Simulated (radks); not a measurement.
Neutral lithium, 3 electrons, occupied as [He] 3s1 (not the ground configuration).

Calculated with a radial shooting solver on a logarithmic mesh with Libxc functionals: non-relativistic Kohn-Sham, r2SCAN, spin-unpolarised, spherical densities, point nucleus; meta-GGA in the generalised Kohn-Sham scheme; without spin polarisation the odd electron is poorly described.

Energy parts (eV):
total: -200.134
kinetic: 199.052
electron-nucleus: -449.708
Hartree: 97.834
exchange-correlation: -47.312

Orbitals (lengths in bohr, moments of r in powers of bohr; <r^-3> diverges for s and p1/2; r(max) is where P^2 peaks; r(90%) holds 90 % of the orbital's charge):
orbital,occ.,eigenvalue (eV),<r^4>,r(90%),<r^-3>,r(max)
1s,2,-58.4397,0.5585,1.04,-,0.3611
3s,1,-1.2060,19630,14.6,-,9.788

The highest occupied level is 3s at -1.206 eV. Summed over all electrons, <r^2> = 118.4 bohr^2, which gives a Langevin (diamagnetic) susceptibility term of -93.8 x 10^-6 cm^3/mol.
